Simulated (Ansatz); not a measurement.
Isolated molecules relaxed with PBE0-D4/def2-TZVP in Ansatz; ΔE leaves out vibrations. CCSD(T)/CBS is the MP2 limit (def2-TZVPP, def2-QZVPP) plus CCSD(T) − MP2 in def2-TZVPP, frozen cores. Functionals use def2-TZVPP. One conformer a species, not always the lowest.

`C=[N][AlH2]` + `FC([SiH3])S` → `C=[N][AlH][SH]` + `FC[SiH3]`  (redistribution)

```
       level  ΔE (kJ/mol)
 LDA (SPW92)       -133.1
MP2/def2-SVP       -150.1
```

Question: What does CCSD(T)/CBS give? (An estimate is asked.)

Answer: The calculation gave: -151.1 kJ/mol. The listed levels differ from it by 18.0, 1.0 kJ/mol.

Largest T1 diagnostic among the species: 0.015.

In def2-TZVPP, CCSD(T) changes the Hartree–Fock value by +14.6 kJ/mol (the triples alone add +3.4 kJ/mol) and MP2 by +12.3 kJ/mol. From PBE to PBE0 (25 % exact exchange), in def2-TZVPP and without D4, ΔE moves by −8.1 kJ/mol. At CCSD(T), def2-SVP lies +4.5 kJ/mol from the extrapolated value and def2-TZVPP +0.2 kJ/mol.
